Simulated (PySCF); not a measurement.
**`CN(C)/C=C(\F)C=[N+](C)C`, [C₇H₁₄FN₂]+, charge +1**

Geometry (Å), atoms numbered from 1 in this order:
```xyz
24

C    -3.184   -0.854    0.670
N    -2.630    0.195   -0.182
C    -3.589    1.086   -0.816
C    -1.338    0.356   -0.384
C    -0.270   -0.381    0.127
F    -0.497   -1.416    0.946
C     1.034   -0.031   -0.220
N     2.171   -0.587    0.144
C     2.250   -1.746    1.030
C     3.436   -0.054   -0.335
H    -2.817   -0.755    1.700
H    -4.275   -0.759    0.671
H    -2.914   -1.849    0.289
H    -4.280    0.508   -1.448
H    -4.175    1.616   -0.050
H    -3.070    1.823   -1.439
H    -1.067    1.184   -1.044
H     1.129    0.828   -0.890
H     1.810   -1.519    2.010
H     3.305   -2.007    1.166
H     1.725   -2.606    0.594
H     3.263    0.810   -0.988
H     4.059    0.262    0.515
H     3.981   -0.825   -0.901
```

Total charge +1.

Method: quadratic response CAM-B3LYP/def2-SVPD first hyperpolarisability, Taylor convention, gas phase (PySCF 2.14.0). Geometry: PBE0-D3(BJ)/def2-SVP.

**Question.** Give the tensor of the second harmonic β(−2ω;ω,ω) at 1907 nm in the axes of these coordinates.

**Answer.** In au, Taylor convention; rows are the first index (the induced dipole):
```csv
,xx,yy,zz,xy,xz,yz
x,-177.1,+82.6,+24.5,-260.3,+212.4,-47.2
y,-242.3,-51.4,-28.6,+79.7,-46.0,+42.7
z,+198.5,+42.5,+12.8,-44.9,+23.6,-28.5
```
Norm of βᵢ = ⅓ Σⱼ (βᵢⱼⱼ + βⱼᵢⱼ + βⱼⱼᵢ): 431.5 au, hyper-Rayleigh value 227.7 au.
